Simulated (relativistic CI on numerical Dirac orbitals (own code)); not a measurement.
Electric-dipole transitions in Xe¹⁹⁺

Computed by Dirac-Coulomb-Breit CI, KLI orbitals optimised for each configuration, a model potential for QED, unscaled Slater integrals (own radial code, finite nucleus).

Configurations in the expansion (outside the closed core [Ar] 3d10): 4s²4p⁵, 4s4p⁶, 4s²4p⁴4d, 4s4p⁵4d, 4s²4p⁴4f, 4s4p⁵4f, 4p⁶4d, 4s4p⁴4d², 4s²4p³4d4f, 4p⁶4f, 4s²4p⁴5s, 4s²4p⁴5p, 4p⁶5s, 4s4p⁴4d5s, 4s4p⁵5s, 4s²4p⁴5d, 4p⁵4d4f, 4s²4p³4f5s, 4s4p⁵5p, 4s4p⁴4f², 4s²4p⁴5f, 4s²4p⁴5g, 4s4p⁵5d, 4s²4p⁴6s, 4s²4p⁴6p, 4s4p⁴5s², 4s²4p⁴6d, 4s²4p³4d², 4s²4p²4d³, 4s4p³4d³, 4s²4p²4d²4f, 4s4p³4d²4f, 4s²4p²4d²5s, 4p⁵4d², 4p⁴4d³, 4p⁴4d²4f, 4p⁴4d²5s, 4p⁵4d5s, 4p⁴4d4f5s, 4p⁴4d5s², 4s²4p³5s², 4s²4p²4d5s², 4s4p³4d5s², 4s²4p²4f5s², 4s4p³4f5s². Double excitations out of closed p, d and f shells are left out; levels of such configurations are missing from the list, as are those of other unlisted configurations, and high levels can miss mixing partners. These lack a partner that the ground configuration has and come out too high: 4s²4p⁴5p, 4s4p⁵5s, 4s²4p⁴5d, 4s4p⁵5p, 4s²4p⁴5f.

| λ vac (nm) | Lower | Upper | A (s⁻¹) | log gf | S velocity/length |
| --- | --- | --- | --- | --- | --- |
| 10.458 | 4s²4p⁴4d ⁴F9/2 [8] | 4s²4p³4d² ⁴G°11/2 [161] | 5.44e+11 | 1.03 | 0.95 |
| 10.504 | 4s²4p⁴4d ²G9/2 [22] | 4s²4p³4d² ²H°11/2 [210] | 7.16e+11 | 1.15 | 0.95 |
| 10.555 | 4s²4p⁴4d ²F7/2 [9] | 4s²4p³4d² ²G°7/2 [157] | 4.16e+11 | 0.75 | 0.94 |
| 10.576 | 4s²4p⁴4d ²F7/2 [24] | 4s²4p³4d² ²G°9/2 [218] | 6.99e+11 | 1.07 | 0.94 |
| 10.582 | 4s²4p⁴4d ²F7/2 [9] | 4s²4p³4d² ⁴F°9/2 [156] | 4.88e+11 | 0.91 | 0.95 |
| 10.605 | 4s²4p⁴4d ⁴D7/2 [7] | 4s²4p⁴4f ⁴G°9/2 [144] | 3.60e+11 | 0.78 | 0.95 |
| 10.633 | 4s²4p⁴4d ⁴D5/2 [5] | 4s²4p⁴4f ⁴F°7/2 [135] | 2.68e+11 | 0.56 | 0.95 |
| 10.636 | 4s4p⁶ ²S1/2 [3] | 4s4p⁵4d ²P°3/2 [86] | 6.22e+11 | 0.62 | 0.96 |
| 10.657 | 4s²4p⁴4d ⁴D7/2 [7] | 4s²4p³4d² ⁴D°7/2 [139] | 4.70e+11 | 0.81 | 0.94 |
| 10.731 | 4s²4p⁴4d ²D5/2 [27] | 4s²4p³4d² ²F°7/2 [234] | 1.06e+12 | 1.17 | 0.94 |
| 10.742 | 4s²4p⁴4d ⁴D7/2 [7] | 4s²4p³4d² ⁴G°9/2 [136] | 2.18e+11 | 0.58 | 0.94 |
| 10.751 | 4s²4p⁴4d ⁴F9/2 [8] | 4s²4p³4d² ⁴F°9/2 [148] | 3.74e+11 | 0.81 | 0.94 |
| 10.755 | 4s²4p⁴4d ⁴F9/2 [8] | 4s²4p³4d² ⁴D°7/2 [147] | 2.75e+11 | 0.58 | 0.93 |
| 10.763 | 4s²4p⁴4d ²G7/2 [19] | 4s²4p⁴4f ²H°9/2 [197] | 6.77e+11 | 1.07 | 0.94 |
| 10.797 | 4s²4p⁵ ²P°3/2 [1] | 4s²4p⁴4d ²P3/2 [28] | 4.42e+11 | 0.49 | 1.01 |
| 10.825 | 4s²4p⁵ ²P°3/2 [1] | 4s²4p⁴4d ²D5/2 [27] | 6.96e+11 | 0.87 | 1.02 |
| 10.926 | 4s²4p⁴4d ²D3/2 [31] | 4s²4p³4d² ²F°5/2 [278] | 1.23e+12 | 1.12 | 0.94 |
| 10.937 | 4s²4p⁵ ²P°1/2 [2] | 4s²4p⁴4d ²D3/2 [31] | 6.39e+11 | 0.66 | 1.02 |
| 11.040 | 4s²4p⁴4d ⁴F7/2 [17] | 4s²4p³4d² ²G°9/2 [188] | 3.59e+11 | 0.82 | 0.94 |
| 11.133 | 4s²4p⁵ ²P°3/2 [1] | 4s²4p⁴4d ²S1/2 [26] | 5.87e+11 | 0.34 | 1.01 |

Terms are leading LS components. Brackets give the number of a level in order of energy, since labels repeat. The list gives strong lines, with weight on those to low levels, among the lowest 400 of 9429 levels, so that lines to higher ones, which can be the strongest, are missing. Levels whose partners in the same complex of configurations lie outside the list can be far off, and so can their lines. Rates are taken at the computed energies, electric ones in the length gauge. A velocity-to-length ratio far from 1 marks an uncertain rate.

At this charge energies of transitions that change n are usually good to better than 1 %, and those within a shell (Δn = 0) to a few per cent.

LS names give the leading component of a level, which can be under half, so a name can repeat, a term be missing and a line seem to break the LS rules.
